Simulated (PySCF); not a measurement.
How methods differ on the excitation energy of Ni

Ni [Ar] 3d8 4s2 (3F) → Ni [Ar] 3d9 4s1 (3D), as a difference of total energies. Calculation: PySCF 2.14, in aug-cc-pwCVTZ; the non-relativistic Hamiltonian (point nucleus). Correlated levels: valence: [Ar] frozen; valence and next inner shell: [Ne] frozen; nothing frozen. The calculations carry no spin-orbit coupling.

```json
{"method": "UHF", "excitation energy (cm⁻¹)": "11255"}
{"method": "LDA", "excitation energy (cm⁻¹)": "-10006"}
{"method": "PBE", "excitation energy (cm⁻¹)": "-7277.7"}
{"method": "PBE0", "excitation energy (cm⁻¹)": "-3289.4"}
{"method": "r2SCAN", "excitation energy (cm⁻¹)": "-1918.9"}
{"method": "TPSSh", "excitation energy (cm⁻¹)": "-4420.3"}
{"method": "MN15", "excitation energy (cm⁻¹)": "-11121"}
{"method": "r2SCAN0", "excitation energy (cm⁻¹)": "646.50"}
{"method": "MP2 (valence)", "excitation energy (cm⁻¹)": "-6960.5"}
{"method": "SCS-MP2 (valence)", "excitation energy (cm⁻¹)": "-3969.8"}
{"method": "MP2 (valence and next inner shell)", "excitation energy (cm⁻¹)": "-11805"}
{"method": "SCS-MP2 (valence and next inner shell)", "excitation energy (cm⁻¹)": "-7648.6"}
{"method": "MP2 (all electrons)", "excitation energy (cm⁻¹)": "-11965"}
{"method": "SCS-MP2 (all electrons)", "excitation energy (cm⁻¹)": "-7729.7"}
```

A first-order spin-orbit estimate (lowest level to lowest level, LS coupling) adds 0.054 eV.
